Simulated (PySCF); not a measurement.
A geometry optimisation on `[O]=[Re-2](=[O])(=[O])=[O]` ([ReO4]2-) [radical].

Computed with PBE0-D3(BJ)/def2-SVP geometry optimisation, gas phase, def2 core potentials past Kr (PySCF 2.14.0). Start geometry: GFN2-xTB. The input is one job of a driver script: a line of settings, then coordinates in Å.

Input:
```
{"job": {"xc": "PBE0", "basis": "def2-SVP", "d3": "d3bj", "grid": 1, "maxiter": 40, "kind": "geom"}, "charge": -2, "multiplicity": 2}
Re     0.001060    -0.000200    -0.000110
O      0.169170    -0.290260     1.753760
O      1.707240     0.282040    -0.443310
O     -0.783680     1.348590    -0.869840
O     -1.093790    -1.340170    -0.440500
```

Output:
```
step   0  E = -378.64781843  max force = 0.006003
step   1  E = -378.64928004  max force = 0.001825
step   2  E = -378.64943695  max force = 0.001605
step   3  E = -378.64944495  max force = 0.000544
step   4  E = -378.64944842  max force = 0.000132
optimisation converged
```

Energies in Eh; «max force» is the largest Cartesian gradient component in Eh/bohr.

Give the first gradient maximum in eV/Å.

With 1 Eh/bohr = 51.422 eV/Å, 0.309 eV/Å.

How much energy does the optimisation release, in kJ/mol?

E(step 0) − E(last step) = 0.001630 Eh, which is 4.3 kJ/mol.

Summary of the converged run: final energy -378.64945 Eh after 4 steps.

Where do the atoms end?

0.068 Å rms from the input after alignment:
```
atom  x, y, z in Å
Re1    0.0002   -0.0007   -0.0001
O2     0.1419   -0.2262    1.7641
O3     1.7013    0.2230   -0.4914
O4    -0.8067    1.3770   -0.7959
O5    -1.0367   -1.3731   -0.4766
```

The ion is multiply charged and computed in the gas phase, without counter-ions or solvent; whether it holds all its electrons wasn't checked.

How long does this job take on one thread, x86-64 server, shared host?

About 19 s.
Labels such as C1 count atoms from 1, the log's own numbers from 0.

Caution for open-shell metal species: one SCF solution and one stationary point were followed, and a lower state or a bent or distorted shape isn't ruled out.
